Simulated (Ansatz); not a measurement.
Reaction (ligand exchange at the Hf–O bond): `[CH3][Hf]12345678([OH])([C@H]9[C@@H]1[C@@H]2[C@@H]3[C@H]94)[C@H]1[C@@H]5[C@@H]6[C@@H]7[C@H]18` + HCl → `[CH3][Hf]12345678([Cl])([C@H]9[C@@H]1[C@@H]2[C@@H]3[C@H]94)[C@H]1[C@@H]5[C@@H]6[C@@H]7[C@H]18` + H₂O

Program: Ansatz. Geometries: PBE0-D4/def2-TZVP. ΔE: electronic, gas phase. CBS: MP2 limit from def2 TZ/QZ plus the TZ coupled-cluster correction, frozen cores. This one scheme is used for every species. Elements past krypton have def2 core potentials. For Hf outer-core shells are correlated without core-valence functions, which leaves a few kJ/mol of doubt a bond. One conformer a species, not always the lowest.

```tsv
species	CCSD(T)/CBS(def2) energy (Eh)
`[CH3][Hf]12345678([OH])([C@H]9[C@@H]1[C@@H]2[C@@H]3[C@H]94)[C@H]1[C@@H]5[C@@H]6[C@@H]7[C@H]18`	-550.21853
HCl	-460.38127
`[CH3][Hf]12345678([Cl])([C@H]9[C@@H]1[C@@H]2[C@@H]3[C@H]94)[C@H]1[C@@H]5[C@@H]6[C@@H]7[C@H]18`	-934.24341
H₂O	-76.37941
```

(1) Work out ΔE.

Largest T1 diagnostic among the species: 0.012.

## Answers

(1) ΔE = (-934.24341) + (-76.37941) − (-550.21853) − (-460.38127) = -0.02302 Eh = -0.63 eV.

Leaving LDA and LC-ωPBE aside and taking each functional with its dispersion term where it has one, the values, not all of them listed here, spread over 0.21 eV, from PBE-QIDH to BLYP-D4. From BLYP to BHLYP (50 % exact exchange), in def2-TZVPP and without D4, ΔE moves by −0.16 eV.
